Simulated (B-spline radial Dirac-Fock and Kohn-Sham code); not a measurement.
Dipole and non-dipole photoemission parameters of Mn⁵⁺ 3d3/2

System: manganese as Mn⁵⁺, [Ar] 3d2; threshold 92.28 eV (orbital energy of the model). The computed values come from a B-spline atomic structure program: Dirac-Hartree-Slater photoionisation with a Latter tail; cross sections with all multipoles, angular parameters from the dipole term and its interference with E2.

For linearly polarised light dσ/dΩ = σ/(4π) [1 + β P₂(cos θ) + (δ + γ cos²θ) sin θ cos φ], with θ from the polarisation vector and φ the angle between the beam and the projection of the electron momentum on the plane normal to the polarisation.

```
hν (eV)    σ (kb)      β       γ      δ
    111       766  0.719  -0.012  0.011
    121       651  0.822  -0.006  0.013
    125       610  0.857  -0.003  0.014
    153       391  1.030   0.016  0.017
    167       316  1.088   0.026  0.019
    278      81.8  1.269   0.120  0.028
    458      18.2  1.242   0.246  0.041
    682      5.16  1.142   0.356  0.055
    741      3.92  1.115   0.379  0.059
    800      3.03  1.089   0.403  0.063
    946      1.70  1.026   0.452  0.074
   1000      1.40  1.005   0.468  0.078
   1100      1.00  0.968   0.495  0.085
   1170     0.806  0.943   0.512  0.090
 1253.6     0.630  0.916   0.531  0.096
   1980     0.116  0.738   0.656  0.146
   2000     0.112  0.734   0.659  0.148
   2470    0.0493  0.657   0.717  0.179
   2880    0.0268  0.604   0.756  0.205
 2984.4    0.0232  0.592   0.764  0.211
   3050    0.0213  0.585   0.769  0.215
   3300    0.0155  0.559   0.788  0.231
   5260   0.00223  0.415   0.868  0.338
   6000         ?      ?       ?      ?
   6850  0.000721  0.349   0.891  0.415
 8047.8  0.000359  0.316   0.900  0.467
  10700  0.000103  0.264   0.916  0.573
```

Task: Give the values at 6000 eV.

Result: σ = 0.00127 kb, β = 0.381, γ = 0.881, δ = 0.375.
